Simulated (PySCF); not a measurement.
Method: PySCF 2.14.0 with PBE-D3(BJ)/def2-TZVP // PBE0-D4/def2-TZVP. All species are isolated molecules in the gas phase. One relaxed conformer stands for a flexible species; it need not be the lowest. Excitations are Tamm–Dancoff values on a coarser integration grid. The basis has no diffuse functions, so Rydberg states are missing or too high.

Reference species (SMILES): `[SiH3]Cl` (neutral, multiplicity 1).

- S1 excitation (TDA): 6.81 eV
- HOMO: -7.65 eV
- T1 excitation (TDA): 6.46 eV
- S1 oscillator strength: 0.008

Changed species: `C1CC1[SiH2]Cl` (Cl–Si–C–C torsion 83°) (X = cyclopropyl; the reference has X = H).

### Question
Predict the effect on the S1 excitation (TDA), HOMO, T1 excitation (TDA) and S1 oscillator strength.

### Answer
the S1 excitation (TDA) drops by 0.04 eV, to 6.77 eV; the HOMO rises by 0.56 eV, to -7.09 eV; the T1 excitation (TDA) goes up by 0.02 eV, to 6.48 eV; the S1 oscillator strength hardly moves.
